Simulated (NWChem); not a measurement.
## Correlation energy of AlCl

```
Al
Cl 1 2.1469
```
Charge 0, spin multiplicity 1.

All runs are NWChem calculations. The geometry was optimised at PBE0/def2-SVP, a minimum by its harmonic frequencies.

Basis set: 3-21G. Each correlation energy counts from its own Hartree-Fock reference.

The correlated methods keep 10 core orbitals frozen. The structure started from a generated list of species. No row is a measurement; the coupled-cluster row has its own basis-set and correlation limits.

Question: For the correlation energy, CCSDT gives -89.9 mHa and MP2 gives -71.0 mHa. What do CCSD give?

Answer: CCSD: -88.2 mHa.
